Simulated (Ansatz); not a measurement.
Ansatz (a program for electronic structure) job for C₃, SMILES [C]=C=[C] (connectivity only; charge and spin as stated), neutral, multiplicity 1, PBE0-D3(BJ)/def2-TZVP. 

Ansatz 0.2 input:
```yaml
crystal:
  periodic: [false, false, false]
  atoms:
    - {symbol: C, position_ang: [0.00000000, 0.00000000, -1.30131204]}
    - {symbol: C, position_ang: [0.00000000, 0.00000000, 0.00000000]}
    - {symbol: C, position_ang: [0.00000000, 0.00000000, 1.30131204]}
basis:
  gaussian:
    orbitals: def2-TZVP
hamiltonian:
  xc: pbe0
  dispersion: d3bj
relax: {f_tol: 0.002, max_steps: 200}
```

Log of the run:

```
WARN ansatz: RAYON_NUM_THREADS=1 ignored (pool sized by the plan → 1); use --threads N
Functional definition: PBE0
integrals: 0.01 GiB planned
540 factors; their error is unknown
mean field: 0.20 GiB planned
mean field evaluation 1: about -3097.6122 eV, gradient 3.5e1 eV
mean field evaluation 2: about -3096.8319 eV, gradient 3.7e1 eV
mean field evaluation 4: about -3100.1917 eV, gradient 6.3e-1 eV
mean field evaluation 8: about -3100.1993 eV, gradient 1.5e-3 eV
mean field -3100.19930780 eV, -113.9302231711 hartree, gradient 1.4e-5 eV, S^2 0.000000; 0 other end points of the search recorded, 0 dependent functions left out
the calculation of the forces begins
reference -3100.19932749 eV, -113.9302238945 hartree; 9, 9 occupied and 84, 84 virtual orbitals, 540 factors
relax step   1: F+E_penalty+E_count = -3100.23961932 eV  Δ(F+E_penalty+E_count) = +0.000e0 eV  max|allowed force component| = 8.625e-1 eV/Å  Δτ_max = 0.0000 Å  (26 SCF iters, accepted)
these checks for a lower state are left out or cut short: starts, cluster_reference, orbital_swaps, neighbouring_geometries, increment
integrals: 0.01 GiB planned
540 factors; their error is unknown
mean field: 0.20 GiB planned
mean field evaluation 16: about -3100.2001 eV, gradient 1.6e0 eV
mean field -3100.21019542 eV, -113.9306232837 hartree, gradient 4.9e-6 eV, S^2 0.000000; 0 other end points of the search recorded, 0 dependent functions left out
the calculation of the forces begins
reference -3100.21021507 eV, -113.9306240059 hartree; 9, 9 occupied and 84, 84 virtual orbitals, 540 factors
relax step   2: F+E_penalty+E_count = -3100.25056260 eV  Δ(F+E_penalty+E_count) = -1.094e-2 eV  max|allowed force component| = 1.682e-1 eV/Å  Δτ_max = 0.0105 Å  (31 SCF iters, accepted)
these checks for a lower state are left out or cut short: starts, cluster_reference, orbital_swaps, neighbouring_geometries, increment
integrals: 0.01 GiB planned
540 factors; their error is unknown
mean field: 0.20 GiB planned
mean field -3100.21059698 eV, -113.9306380410 hartree, gradient 4.9e-6 eV, S^2 0.000000; 0 other end points of the search recorded, 0 dependent functions left out
the calculation of the forces begins
reference -3100.21061663 eV, -113.9306387630 hartree; 9, 9 occupied and 84, 84 virtual orbitals, 540 factors
relax step   3: F+E_penalty+E_count = -3100.25097702 eV  Δ(F+E_penalty+E_count) = -4.144e-4 eV  max|allowed force component| = 4.109e-3 eV/Å  Δτ_max = 0.0025 Å  (31 SCF iters, accepted)
these checks for a lower state are left out or cut short: starts, cluster_reference, orbital_swaps, neighbouring_geometries, increment
integrals: 0.01 GiB planned
540 factors; their error is unknown
mean field: 0.20 GiB planned
mean field evaluation 32: about -3100.2034 eV, gradient 3.5e-1 eV
mean field -3100.21059753 eV, -113.9306380611 hartree, gradient 4.9e-6 eV, S^2 0.000000; 0 other end points of the search recorded, 0 dependent functions left out
the calculation of the forces begins
reference -3100.21061718 eV, -113.9306387831 hartree; 9, 9 occupied and 84, 84 virtual orbitals, 540 factors
relax step   4: F+E_penalty+E_count = -3100.25097727 eV  Δ(F+E_penalty+E_count) = -2.451e-7 eV  max|allowed force component| = 1.588e-5 eV/Å  Δτ_max = 0.0001 Å  (31 SCF iters, accepted)
integrals: 0.01 GiB planned
540 factors; their error is unknown
mean field: 0.20 GiB planned
mean field -3100.21059753 eV, -113.9306380611 hartree, gradient 4.9e-6 eV, S^2 0.000000; 1 other end points of the search recorded, 0 dependent functions left out
the calculation of the forces begins
reference -3100.21061718 eV, -113.9306387831 hartree; 9, 9 occupied and 84, 84 virtual orbitals, 540 factors
Total energy: -3100.25099692 eV, -113.9321227110 hartree
Atom 0 at    -0.000000     0.000000    -1.288310 Å, force    -0.000000    -0.000000     0.000016 eV/Å
Atom 1 at     0.000000    -0.000000     0.000000 Å, force     0.000000    -0.000000    -0.000000 eV/Å
Atom 2 at    -0.000000     0.000000     1.288310 Å, force    -0.000000     0.000000    -0.000016 eV/Å
Dipole moment:     0.000000     0.000000    -0.000000 e Å
```

Self-consistency was reached.

Cost: very roughly 6 core-seconds.
